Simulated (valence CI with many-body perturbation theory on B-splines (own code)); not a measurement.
**Forbidden lines of Te12+**

Level of theory: relativistic CI+MBPT: four valence electrons over a frozen Dirac-Fock core [Kr], a basis of 9 s, 9 p, 10 d, 8 f, 5 g, 3 h, 1 i functions for each j, with the one-electron correlation potential Σ1, the two-electron term Σ2, the three-electron term Σ3, Breit, model QED; selected CI, second order for the rest, scaled by the run's own slope (own B-spline code, finite nucleus).

No measured spectrum was set against this ion. As an estimate, terms of the open shell hold to 2 to 4 % of their energy, and close levels can change places. Core correlation moves these levels by up to 6700 cm⁻¹, and in measured spectra 5 to 20 % of such shifts remained as error; rates that hang on mixing are uncertain with them. The list stops below the first excitations out of the core. Only levels of the ground parity were solved; by the run's estimate the other parity begins above the list, which can be wrong where configurations are misplaced.

Lines 1 to 50 of 120 in falling wavelength, among levels below 57.481 eV, chosen from the decays that carry over 1 % of a level's rate. Wavelengths and rates use the calculated energies, so an error of 2000 cm⁻¹ moves a line at 1448 nm by 29 % and its rate by three times that or more. Weak lines are less certain than strong ones. Lines between different terms over intervals too small for the method are left out, as are lines whose strength nearly cancels. Where a level lies close to another of its J and parity, the split of strength between their lines is uncertain.

Names give the largest LS component (configuration and term), which can be under half, so a name can repeat, a term be missing and a line seem to break the LS rules; names also repeat where a configuration has a term twice. Letters in brackets count levels of one name in rising energy.

| λ vac (nm) | Upper | Lower | Type | A (s⁻¹) | Branch % |
| --- | --- | --- | --- | --- | --- |
| 2764 | 4d4 3H_6 | 4d4 3H_5 | M1 | 6.65e-01 | 99.7 |
| 2623 | 4d4 5D_4 | 4d4 5D_3 | M1 | 1.34e+00 | 100.0 |
| 2200 | 4d4 5D_3 | 4d4 5D_2 | M1 | 4.04e+00 | 100.0 |
| 2007 | 4d4 5D_1 | 4d4 5D_0 | M1 | 5.59e+00 | 100.0 |
| 1960 | 4d4 5D_2 | 4d4 5D_1 | M1 | 6.79e+00 | 100.0 |
| 1448 | 4d4 3G_3 | 4d4 3H_4 | M1 | 2.44e+00 | 3.3 |
| 1408 | 4d4 3G_5 | 4d4 3F_4 [a] | M1 | 9.29e-01 | 1.5 |
| 1346 | 4d4 3H_5 | 4d4 3H_4 | M1 | 8.06e+00 | 62.0 |
| 1234 | 4d4 3G_4 | 4d4 3G_3 | M1 | 8.92e+00 | 10.7 |
| 1205 | 4d4 3P_2 [b] | 4d4 3F_3 [a] | M1 | 3.30e+00 | 1.5 |
| 1103 | 4d4 3P_2 [a] | 4d4 3F_2 [a] | M1 | 2.10e+00 | 5.5 |
| 1099 | 4d4 3P_2 [a] | 4d4 3P_1 [a] | M1 | 8.75e+00 | 23.0 |
| 939.6 | 4d4 3P_2 [b] | 4d4 3P_2 [a] | M1 | 5.61e+00 | 2.5 |
| 939.5 | 4d4 3G_5 | 4d4 3G_4 | M1 | 1.88e+01 | 30.2 |
| 910.1 | 4d4 3P_1 [a] | 4d4 3P_0 [a] | M1 | 2.17e+01 | 10.6 |
| 898.8 | 4d4 3F_4 [a] | 4d4 3H_5 | M1 | 6.72e+00 | 6.7 |
| 876.8 | 4d4 3F_3 [a] | 4d4 3F_2 [a] | M1 | 1.31e+01 | 15.6 |
| 856.9 | 4d4 3P_2 [c] | 4d4 1D_2 [a] | M1 | 1.05e+01 | 6.2 |
| 833.3 | 4d4 3D_1 | 4d4 3P_2 [a] | M1 | 1.58e+01 | 6.5 |
| 823.6 | 4d4 3F_4 [b] | 4d4 1F_3 | M1 | 3.79e+00 | 1.1 |
| 818.0 | 4d4 1D_2 [a] | 4d4 3D_1 | M1 | 9.57e+00 | 4.8 |
| 773.8 | 4d4 1G_4 [a] | 4d4 3G_5 | M1 | 9.09e+00 | 5.6 |
| 736.2 | 4d4 1D_2 [a] | 4d4 3P_2 [b] | M1 | 6.90e+00 | 3.4 |
| 724.8 | 4d4 3F_3 [a] | 4d4 3G_3 | M1 | 8.80e+00 | 10.5 |
| 688.0 | 4d4 3D_3 | 4d4 3F_2 [a] | M1 | 1.90e+01 | 11.3 |
| 684.5 | 4d4 3G_5 | 4d4 3H_6 | M1 | 1.39e+01 | 22.3 |
| 678.3 | 4d4 3F_2 [b] | 4d4 1F_3 | M1 | 1.12e+01 | 4.1 |
| 678.3 | 4d4 1G_4 [a] | 4d4 3D_3 | M1 | 2.85e+00 | 1.8 |
| 668.6 | 4d4 3H_4 | 4d4 5D_4 | M1 | 2.21e+01 | 77.2 |
| 666.2 | 4d4 3G_4 | 4d4 3H_4 | M1 | 3.91e+01 | 46.7 |
| 590.7 | 4d4 3D_3 | 4d4 3G_3 | M1 | 2.96e+01 | 17.7 |
| 585.7 | 4d4 1F_3 | 4d4 3P_2 [b] | M1 | 4.77e+00 | 2.9 |
| 559.5 | 4d4 1G_4 [a] | 4d4 3F_3 [a] | M1 | 3.13e+01 | 19.2 |
| 548.7 | 4d4 3G_5 | 4d4 3H_5 | M1 | 2.28e+01 | 36.6 |
| 548.4 | 4d4 3F_2 [b] | 4d4 1D_2 [a] | M1 | 6.53e+00 | 2.4 |
| 539.0 | 4d4 3F_4 [a] | 4d4 3H_4 | M1 | 2.34e+01 | 23.2 |
| 536.2 | 4d4 1I_6 | 4d4 3H_6 | M1 | 3.41e+01 | 45.1 |
| 533.3 | 4d4 1D_2 [a] | 4d4 3D_3 | M1 | 4.06e+01 | 20.2 |
| 532.7 | 4d4 3H_4 | 4d4 5D_3 | M1 | 6.51e+00 | 22.7 |
| 509.1 | 4d4 3F_4 [b] | 4d4 1G_4 [a] | M1 | 9.14e+00 | 2.6 |
| 507.5 | 4d4 3P_2 [b] | 4d4 3F_2 [a] | M1 | 1.73e+01 | 7.8 |
| 506.5 | 4d4 3P_2 [b] | 4d4 3P_1 [a] | M1 | 1.79e+01 | 8.0 |
| 499.4 | 4d4 1G_4 [a] | 4d4 3F_4 [a] | M1 | 4.28e+01 | 26.3 |
| 474.8 | 4d4 3D_1 | 4d4 3F_2 [a] | M1 | 2.89e+01 | 11.9 |
| 473.9 | 4d4 3D_1 | 4d4 3P_1 [a] | M1 | 4.53e+01 | 18.7 |
| 457.3 | 4d4 3G_3 | 4d4 5D_4 | M1 | 3.30e+00 | 4.5 |
| 457.0 | 4d4 1D_2 [a] | 4d4 3F_3 [a] | M1 | 3.44e+00 | 1.7 |
| 452.5 | 4d4 3P_2 [b] | 4d4 3G_3 | M1 | 4.26e+00 | 1.9 |
| 449.6 | 4d4 1F_3 | 4d4 3D_3 | M1 | 5.30e+01 | 32.6 |
| 449.1 | 4d4 1I_6 | 4d4 3H_5 | M1 | 4.15e+01 | 54.8 |
